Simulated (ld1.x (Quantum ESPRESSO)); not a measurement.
Sn (Z = 50), TM: configuration errors across variants

```
Element                 : tin
Generator               : ld1.x (Quantum ESPRESSO) 7.5
Type                    : norm-conserving Troullier–Martins (Kleinman–Bylander form)
Functional              : BP86
Relativity              : scalar-relativistic
Frozen core             : [Kr] 4d10
Valence charge          : 4
Reference configuration : 5s2 5p1.75 (charge +0.25)
Partial waves           : 5p (bound): rc 2.60 bohr; 5d channel at -0.1 Ry: rc 2.20 bohr; 5s (bound): rc 1.50 bohr
Local potential         : the s channel
Core correction         : Bessel-smoothed model core inside 1.55 bohr
```

All-electron excitation energies from the reference (eV): (1) 5s2 5p2 -1.149; (2) 5s2 5p1 5.884; (3) 5s2 5p0 20.006; (4) 5s1 5p2 13.557; (5) 5s1 5p0 51.180; (6) 5s1 5p3 5.854; (7) 5s2 5p1.5 1.543.

3 further variants failed, have other tests or another functional or relativity, and are left out.

A true bound ghost makes a file unfit for plane-wave use even where its test errors are small: the radial tests pick states by their node count and pass the ghost by.

Errors AE − PS in meV (a dash: test not solved or not reliable):

```csv
change,(1),(2),(3),(4),(5),(6),(7),bound ghosts
base,+0.1,-5.5,-50,-37,-304,-19,-0.6,d
wave 5d channel at -0.1 Ry: rc 2.20 bohr becomes 5d channel at 0.33 Ry: rc 2.20 bohr,+0.1,-5.5,-50,-37,-304,-19,-0.6,d
core correction none,+0.5,+2.1,+32,+12,+142,+22,-0.1,d
wave 5d channel at -0.1 Ry: rc 2.20 bohr becomes 5d channel at -0.1 Ry: rc 2.94 bohr,+0.1,-5.5,-50,-37,-304,-19,-0.6,none
wave 5p (bound): rc 2.60 bohr becomes 5p (bound): rc 3.76 bohr,0.0,-8.9,-91,-20,-418,-2.4,-0.9,"p, d"
local potential all-electron potential smoothed inside 1.85 bohr (lloc = -1),–,-29,-174,-76,-542,-39,-5.2,"d, s"
wave 5s (bound): rc 1.50 bohr becomes 5s (bound): rc 1.36 bohr,+0.1,-5.4,-46,-32,-207,-24,-0.7,"p, d, s (extra level of the local part)"
```

Problem. Give the same row for: all radii but the core radius scaled by about 1.30 (s 1.96, p 3.38, d 2.86 bohr).

Solution. +0.1, -7.4, -80, -20, -399, -1.9, -0.6; bound ghosts: none.
